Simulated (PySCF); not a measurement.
Species: C3H8O3S.
Bonds: C1–C2, C2–C3, C3–S4, S4–O5 (double), S4–O6 (double), S4–O7. Hydrogens: H8, H9, H10 on C1; H11, H12 on C2; H13, H14 on C3; H15 on O7.

Computed, not measured: PBE0-D3(BJ)/def2-SVP geometry optimisation, gas phase in PySCF 2.14.0.

Q: What internal coordinates does the optimisation give?

A: 
```
                bond  length (Å)   order
               C1–C2       1.521  single
               C2–C3       1.523  single
               C3–S4       1.787  single
               S4=O5       1.446  double
               S4=O6       1.455  double
               S4–O7       1.629  single
C1–H8, C1–H9, C1–H10       1.100  single
      C2–H11, C2–H12       1.102  single
      C3–H13, C3–H14       1.100  single
              O7–H15       0.970  single
```

Bonds in one row agree within 0.01 Å and their mean is given. Orders are formal, as drawn. A selection of angles:
```
     angle  degrees
  C2–C1–H8    111.3
 C2–C1–H10    110.4
  H8–C1–H9    107.2
  C1–C2–C3    115.0
 C1–C2–H11    110.1
 C3–C2–H11    106.6
H11–C2–H12    106.2
  C2–C3–S4    111.9
 C2–C3–H13    113.2
 C2–C3–H14    111.7
 S4–C3–H13    105.6
H13–C3–H14    109.0
  C3–S4–O5    109.9
  C3–S4–O7    100.8
  O5–S4–O6    121.7
  O5–S4–O7    107.0
 S4–O7–H15    106.6
```

Dihedral angles: C1–C2–C3–S4 67° (synclinal); C2–C3–S4–O5 -77° (synclinal); H15–O7–S4–C3 -110° (anticlinal). The mirror-image conformer, all signs reversed, is as good.

Of the pairs four or more bonds apart, O5···H9 is among the closest relative to their van der Waals radii: 2.57 Å, 95 % of the sum of Bondi's values. S4 (sulfonyl sulfur) is distorted tetrahedral (angles from 100.8° to 121.7°). The O–S distances run from 1.446 Å (S4=O5, drawn double) to 1.629 Å (S4–O7, drawn single), a spread of 0.183 Å.

Point group: C1 (no symmetry element, even within 0.4 Å). No PBE0-D3(BJ)/def2-SVP frequencies stand behind this structure, so it isn't proved a minimum. One conformer, not necessarily the lowest (C1–C2–C3–S4 67°, C2–C3–S4–O5 -77°, C3–S4–O7–H -110°).
